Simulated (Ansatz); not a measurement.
Molecule: BiCl2, net charge 0, doublet state. It need not be the lowest isomer of its formula. 
Coordinates optimised at B3LYP-D3(BJ)/def2-TZVP (Ansatz, an electronic-structure program):
```
Bi
Cl 1 2.4566
Cl 1 2.4566 2 99.48
```
Charge 0, spin multiplicity 2.

Basis-set convergence of Hartree-Fock and MP2 correlation energies (hartree) with Ansatz. Correlated levels leave the core frozen unless marked. UHF or UKS for open shells. Spin-orbit coupling is left out. Frozen are the shells of the preceding noble gas and the d and f shells that filled before the atom's block. In def2 rows, elements after Kr have scalar-relativistic effective core potentials.

| basis | functions | E(HF) | E(corr, MP2) |
|---|---|---|---|
| def2-SVPD | 86 | -1132.36310 | -0.35804 |
| def2-TZVPPD | 158 | ___ | ___ |

### Question
Complete the blanks.

### Answer

- def2-TZVPPD, E(HF): -1132.67365
- def2-TZVPPD, E(corr, MP2): -0.46650
